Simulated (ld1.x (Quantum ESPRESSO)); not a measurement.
# An all-electron radial function and its pseudo partner (dysprosium)

Columns: radius, all-electron u(r) and pseudo u(r) of the 5p shell (level -28.51 eV) of dysprosium in the configuration [Kr] 4d10 4f9 5s2 5p6 5d1 6s2 6p0; PBE, scalar-relativistic, TM semilocal scheme, ld1.x (Quantum ESPRESSO) 7.5.

```tsv
r (bohr)	all-electron	pseudo
0.103	-0.0826	-0.0083
0.205	-0.2622	-0.0330
0.308	0.1892	-0.0755
0.410	0.4654	-0.1360
0.513	0.4137	-0.2168
0.615	0.1677	-0.3165
0.718	-0.1374	-0.4345
0.820	-0.4152	-0.5622
0.923	-0.6371	-0.6903
1.025	-0.7918	-0.8020
1.128	-0.8879	-0.8854
1.230	-0.9337	-0.9312
1.332	-0.9414	-0.9407
1.435	-0.9209	-0.9208
1.538	-0.8806	-0.8806
1.640	-0.8283	-0.8283
1.743	-0.7682	-0.7682
1.845	-0.7056	-0.7056
1.948	-0.6420	-0.6420
2.050	-0.5807	-0.5807
2.153	-0.5218	-0.5218
2.255	-0.4671	-0.4671
2.358	-0.4161	-0.4161
2.460	-0.3699	-0.3699
2.562	-0.3279	-0.3279
2.665	-0.2897	-0.2897
```

Problem. How many radial nodes do the two functions have?

Solution. The all-electron 5p function has n − l − 1 = 3 (the table is too coarse to show those close to the nucleus); the pseudo-wave has 0, since the states of the same l below it are removed with the core.

Problem. At about which radius was the pseudo-wave matched?

Solution. 1.55 bohr. The columns agree to 0.0005 from 1.44 bohr on; several derivatives are matched, so the curves merge somewhat inside the radius.

Problem. Is the pseudo-wave norm-conserving?

Solution. Yes: the TM semilocal scheme keeps the norm inside the radius equal to the all-electron one, which fixes the energy derivative of the logarithmic derivative at the level.
